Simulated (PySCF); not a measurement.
Trisilane, SMILES [SiH3][SiH2][SiH3] (PBE0/def2-SVP optimised geometry):

```
11

Si    -1.300    -1.794     1.930
Si    -0.515    -0.712     0.000
Si    -1.299    -1.795    -1.930
H     -0.797    -1.119     3.166
H     -2.795    -1.778     1.946
H     -0.838    -3.217     1.936
H      0.983    -0.712     0.000
H     -0.983     0.712     0.000
H     -2.795    -1.795    -1.938
H     -0.821    -3.212    -1.944
H     -0.810    -1.109    -3.166
```

Computed with PBE0/def2-TZVP (PySCF).

What are the frontier orbital energies and the dipole moment?

HOMO-2 -9.48 eV, HOMO-1 -8.69 eV, HOMO -8.02 eV, LUMO -0.25 eV, LUMO+1 0.06 eV; dipole moment 0.08 D.

On the same geometry PBE/def2-TZVP (PySCF) gives HOMO-2 -8.17 eV, HOMO-1 -7.52 eV, HOMO -6.96 eV, LUMO -1.06 eV, LUMO+1 -0.79 eV; dipole moment 0.08 D.

Meta-Löwdin charges at PBE0/def2-TZVP: Si1 0.21, Si2 0.10, Si3 0.21, H4 -0.07, H5 -0.07, H6 -0.07, H7 -0.06, H8 -0.06, H9 -0.07, H10 -0.07, H11 -0.07.
